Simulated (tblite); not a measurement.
Compound: C₅H₈O₂SSi.
Z-matrix (Å and degrees, GFN2-xTB geometry), rows numbered from 1:
```
C 
S   1  1.8552
O   2  1.4619  1  105.96
C   2  1.8017  1   93.83  3  -107.04
C   4  1.3646  2  125.41  1   104.17
O   5  1.3354  4  110.47  2   178.26
C   6  1.3574  5  108.00  4    -0.36
Si  7  1.8753  6  116.95  5  -179.57
C   7  1.3689  6  109.10  5     0.04
H   1  1.0851  2  107.54  3   -69.78
H   1  1.0843  2  109.10  3    49.46
H   1  1.0836  2  108.52  3   170.73
H   5  1.0715  4  130.64  2    -1.77
H   8  1.4621  7  106.91  6   176.71
H   8  1.4624  7  108.64  6    56.45
H   8  1.4639  7  108.88  6   -63.49
H   9  1.0706  4  126.87  2     1.82
```

Calculated harmonic vibrations of the isolated species, GFN2-xTB (tblite), most abundant isotopes, no scaling. This tight-binding method is rough: wavenumbers can miss measured ones by several per cent, in bad cases by 10 to 20. Modes of hydrogen on silicon can be 10 to 20 % off. One conformer, not necessarily the lowest.

Harmonic wavenumbers (cm⁻¹): 35.1, 38.7, 84.7, 101.6, 151.3, 163.6, 191.9, 270.3, 322.8, 348.8, 460.1, 516.4, 527.6, 552.7, 605.6, 633.2, 658.2, 761.4, 777.8, 780.9, 787.3, 827.6, 878.3, 881.9, 917.1, 927.7, 1064.0, 1105.6, 1136.3, 1189.6, 1209.0, 1279.3, 1349.4, 1435.5, 1449.7, 1451.0, 1544.3, 2264.0, 2278.7, 2283.2, 3053.6, 3065.2, 3076.0, 3180.9, 3183.5.

A = 3440, B = 559.1, C = 516.9 MHz; mass 160.001 u (most abundant isotopes); point group C1, symmetry number 1.

**Question.** What is the zero-point energy?

**Answer.** Half the sum of the wavenumbers: 24901 cm⁻¹ = 71.19 kcal/mol.

**Question.** Give the ideal-gas entropy at 350 K and 1 bar in the rigid-rotor, harmonic-oscillator model (classical rotation).

**Answer.** Translation 41.94, rotation 30.64, vibration 40.98: S = 113.6 cal/(mol K).

**Question.** And Cp and H(350 K) − H(0)?

**Answer.** Cp = 46.40 cal/(mol K), of which vibrations give 38.45 (their classical limit is 45 R = 89.4); H(350 K) − H(0) = 9.88 kcal/mol without the zero-point energy, 7.10 from vibrations.

**Question.** Which modes carry the vibrational entropy at 350 K?

**Answer.** 35.1 cm⁻¹: 5.84; 38.7 cm⁻¹: 5.64; 84.7 cm⁻¹: 4.09; 101.6 cm⁻¹: 3.74; 151.3 cm⁻¹: 2.96; 163.6 cm⁻¹: 2.81 cal/(mol K); the other 39 give 15.90 together.

**Question.** What must be added to the electronic energy to get the Gibbs energy at 350 K and 1 bar?

**Answer.** ZPE + [H(350 K) − H(0)] − T·S = 71.19 + 9.88 − 39.75 = 41.32 kcal/mol.

**Question.** Blend soft modes into free rotors: weight 1/[1 + (100 cm⁻¹/ν̃)⁴] for the oscillator and the rest for a rotor with moment μB/(μ + B), μ = h/(8π²ν), B = 10⁻⁴⁴ kg m². What vibrational entropy results?

**Answer.** 36.53 cal/(mol K) in place of 40.98, which changes −T·S at 350 K by +1.56 kcal/mol.

**Question.** How do the functions run with temperature in this model?

**Answer.** 
| T (K) | S (cal/(mol K)) | Cp (cal/(mol K)) | H − H(0) (kcal/mol) | G − H(0) (kcal/mol) | ln q(vib) |
| --- | --- | --- | --- | --- | --- |
| 100 | 74.7 | 20.7 | 1.46 | -6.01 | 2.72 |
| 200 | 92.2 | 31.0 | 4.04 | -14.39 | 5.93 |
| 300 | 106.8 | 41.6 | 7.68 | -24.35 | 8.94 |
| 500 | 132.2 | 58.0 | 17.77 | -48.33 | 14.69 |
| 800 | 162.9 | 72.3 | 37.54 | -92.78 | 22.53 |
| 1000 | 179.7 | 78.1 | 52.62 | -127.08 | 27.23 |

q(vib) and H(0) count from the zero-point level.

Hindered rotation and anharmonicity are outside this model. Other conformers, if any are populated, would add a mixing term that is left out. The structure is chiral; the term R ln 2 for an equal mix with its mirror image is left out.
